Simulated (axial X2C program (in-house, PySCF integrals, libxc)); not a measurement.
Levels of AsH⁺ by electron attachment to AsH²⁺ (EOM-EA-CCSD)

Computed with an axial X2C code built on PySCF integrals: two-component X2C with atomic mean-field Coulomb and Gaunt terms, Gaussian nuclei, basis As dyall-acv3z, H dyall-av3z with contracted cores.

R = 1.473 Å (0.960 times 1.534 Å, the PBE0 minimum at charge 1 for the lowest determinant).

Levels of AsH⁺ obtained by attaching an electron to AsH²⁺:

| Ω | binding energy (eV) | above lowest (cm⁻¹) | attached spinor | one-particle weight |
| --- | --- | --- | --- | --- |
| 1/2 | 17.886 | 0 | 82% As pπ, 10% H pπ, 7% H dπ | 0.96 |
| 3/2 | 17.701 | 1486 | 82% As pπ, 10% H pπ, 7% H dπ | 0.96 |
| 1/2 | 10.678 | 58136 | 39% As dσ, 18% As pσ, 16% H sσ | 0.95 |

(1) Take the first Ω = 1/2 and Ω = 3/2 rows of π character: how far apart are they, and which lies lower?

This point took 4.1 s on 1 thread of Intel(R) Xeon(R) Processor @ 2.30GHz (shared host).

Reference electrons by ω block (each with its −ω partner): 1/2: 11, 3/2: 4, 5/2: 1. 4 electrons of AsH²⁺ correlated (inner shells frozen), 92 natural virtual spinors (a truncated set); levels can be off by some tenths of an eV. Roots sought by Ω: (1/2: 5, 3/2: 4, 5/2: 2, 7/2: 1); the list ends where they run out and leaves out roots under 60 % one-particle weight. The solver can skip a root, and states that need a further excitation, which the method places far too high, are missing though they may lie low or lowest. T1 of the reference 0.009 (Lee–Taylor). The reference was not checked to be the lowest state of its species. Number of frozen shells: As 3 s, 2 p, 1 d; H none.

Results:

(1) E(3/2) − E(1/2) = 1486 − 0 = 1486 cm⁻¹ at EOM-EA-CCSD: regular, Ω = 1/2 lower. Splittings at this level can be off by ten to twenty per cent.
